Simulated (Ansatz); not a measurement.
`FB[O][InH2]` + `C=N` → `C=NBF` + `[OH][InH2]` at 600 K and 1 bar (ligand exchange at a B–O bond).

Gas-phase electronic energies from Ansatz, PBE0-D4/def2-TZVP geometries. CCSD(T)/CBS is the MP2 limit (def2-TZVPP, def2-QZVPP) plus CCSD(T) − MP2 in def2-TZVPP, frozen cores. This one scheme is used for every species. Elements past krypton have def2 core potentials. For In outer-core shells are correlated without core-valence functions, which leaves a few kJ/mol of doubt a bond. One conformer a species, not always the lowest.

| species | CCSD(T)/CBS energy (Eh) | H − E (kJ/mol) | S (J/(mol·K)) |
| --- | --- | --- | --- |
| `FB[O][InH2]` | -391.48685 | 133.2 | 404.8 |
| `C=N` | -94.52360 | 129.6 | 259.4 |
| `C=NBF` | -219.19469 | 161.3 | 349.4 |
| `[OH][InH2]` | -266.78179 | 100.4 | 326.1 |

H − E and S are ideal-gas, rigid-rotor, harmonic terms from PBE0-D4/def2-TZVP, for one conformer and one mirror image of each species. 1 Eh = 2625.50 kJ/mol, R = 8.31446 J/(mol·K).

Q: By hand: ΔE, ΔH, ΔS and ΔG.

A: ΔE = (-219.19469) + (-266.78179) − (-391.48685) − (-94.52360) = 0.03397 Eh = 89.2 kJ/mol. Δ(H − E) = 161.3 + 100.4 − 133.2 − 129.6 = -1.1, so ΔH = 88.1 kJ/mol. ΔS = 349.4 + 326.1 − 404.8 − 259.4 = 11.3 J/(mol·K). ΔG = 88.1 − 600 × (11.3)/1000 = 81.3 kJ/mol.

Q: By hand: the equilibrium constant, and the temperature at which ΔG would vanish if ΔH and ΔS stayed fixed.

A: log₁₀ K = −ΔG/(RT ln 10) = -7.1. ΔG = 0 at ΔH/ΔS = 7796 K, far beyond where these terms or the molecules hold.

The number of gas molecules stays the same, so ΔS is small and ΔH decides. A doubt of 5 kJ/mol in ΔE shifts log₁₀ K by 0.4 here. Other conformers and mirror images would add mixing entropy, several J/(mol·K) or more a flexible species. These are equilibria of isolated gas molecules and say nothing of rates. Largest T1 diagnostic: 0.017 (customary marks: 0.02 for closed shells, 0.045 for open ones).
